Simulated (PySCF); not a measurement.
# GeH₄ + SiH₂ → GeH₂ + SiH₄

Level: PBE0 in the def2-TZVP basis family, all electrons, no relativity, computed in PySCF with density fitting; open shells unrestricted.

| species | state and structure | ZPE (kJ/mol) | H(298 K) − H(0) (kJ/mol) | S° (J/(mol K)) |
| --- | --- | --- | --- | --- |
| GeH₄ | singlet, Td, Ge–H 1.534 Å (×4) | 77.8 | 10.7 | 217.5 |
| SiH₂ | singlet, C2v, Si–H 1.526 Å (×2); H–Si–H 91.1° | 30.6 | 10.0 | 207.5 |
| GeH₂ | singlet, C2v, Ge–H 1.594 Å (×2); H–Ge–H 90.6° | 28.7 | 10.0 | 220.6 |
| SiH₄ | singlet, Td, Si–H 1.485 Å (×4) | 81.5 | 10.5 | 204.7 |

Is the gas-phase reaction uphill or downhill in electronic energy at this level, and by how much?

At PBE0/def2-TZVP, ΔE = -71.0 kJ/mol, downhill. The heavier germanium gives up the higher oxidation state, the inert-pair effect.

Add zero-point, thermal and entropy terms for 298.15 K and 1 bar.

ΔZPE = 1.8 and Δ[H(298) − H(0)] = -0.2 kJ/mol give ΔH° = -69.4 kJ/mol. ΔS° = 0.3 J/(mol K), so ΔG° = -69.4 − 298.15 × (0.0003) = -69 kJ/mol and log₁₀K = 12.2.

Each species is the lowest minimum found with this bonding; other isomers or fragments can lie lower.
